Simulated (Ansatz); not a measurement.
H$_{4}$OSSi$_{2}$, SMILES `[SiH3]O[Si]S`. Charge 0, multiplicity 1.

Z-matrix (Å, degrees):
```
Si
O 1 1.648
H 1 1.483 2 108.6
H 1 1.486 2 110.3 3 120.3
H 1 1.483 2 108.6 3 -119.5
Si 2 1.649 1 141.5 3 -119.9
S 6 2.159 2 100.2 1 179.8
H 7 1.345 6 95.5 2 0.0
```

(1) List the harmonic frequencies (cm⁻¹, unscaled) at PBE0-D4/def2-TZVP in Ansatz. (An estimate is asked.)

(2) Is this a minimum?

(3) Give the ideal-gas thermochemistry at 298.15 K and 1 bar (rigid rotor, harmonic oscillator; point group Cs, symmetry number 1).

Answers

(1) Computed: 55, 77, 91, 220, 352, 492, 576, 662, 726, 736, 953, 955, 968, 1066, 2228, 2245, 2247, 2701.

(2) Yes, all 18 modes are real.

(3) Zero-point energy 103.8 kJ/mol; H(298) − E = 124.5 kJ/mol; entropy 354.9 J/(mol·K), of which translation 167.3, rotation 113.2, vibration 74.5; G(298) − E = 18.7 kJ/mol. Modes under 100 cm⁻¹ are hindered rotations or soft bends, so the harmonic entropy is rough.
